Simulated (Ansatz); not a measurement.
`C=[C]([SiH3])[InH2]` + H₂S → `[SH][InH2]` + `C=C[SiH3]`  (ligand exchange at the In–C bond)

Calculated with Ansatz (gas phase, PBE0-D4/def2-TZVP geometries, no zero-point term in ΔE). CCSD(T)/CBS is the MP2 limit (def2-TZVPP, def2-QZVPP) plus CCSD(T) − MP2 in def2-TZVPP, frozen cores. This one scheme is used for every species. DFT in def2-TZVPP. Elements past krypton have def2 core potentials. For In outer-core shells are correlated without core-valence functions, which leaves a few kJ/mol of doubt a bond.

Task: Is it downhill or uphill in electronic energy at CCSD(T)/CBS, and by how much? (Estimate.)

Result: The calculation gave: Downhill: ΔE = -107.4 kJ/mol.

Task: What do these levels give: revPBE-D4, BLYP-D4, PBE0-D4, ωB97X-V, HF/def2-QZVPP, CCSD/CBS(def2)? (An estimate is asked.)

Result: Computed: revPBE-D4 -109.1, BLYP-D4 -110.2, PBE0-D4 -113.3, ωB97X-V -111.1, HF/def2-QZVPP -124.4, CCSD/CBS(def2) -109.9 kJ/mol.

Largest T1 diagnostic among the species: 0.014.

In def2-TZVPP, CCSD(T) changes the Hartree–Fock value by +20.7 kJ/mol (the triples alone add +2.5 kJ/mol) and MP2 by +22.2 kJ/mol. Leaving LDA and LC-ωPBE aside and taking each functional with its dispersion term where it has one, the values, not all of them listed here, spread over 7.9 kJ/mol, from r2SCAN0-D4 to revPBE-D4. LDA lies +3.7 kJ/mol from PBE without D4. The D4 term adds +6.9 kJ/mol with B3LYP and +3.9 kJ/mol with PBE0; it sums over pairs of atoms, weighted by their polarisabilities, and B3LYP, whose exchange is more repulsive, gets the larger term.

B3LYP here is the variant with VWN-RPA as its local correlation; programs differ in this.
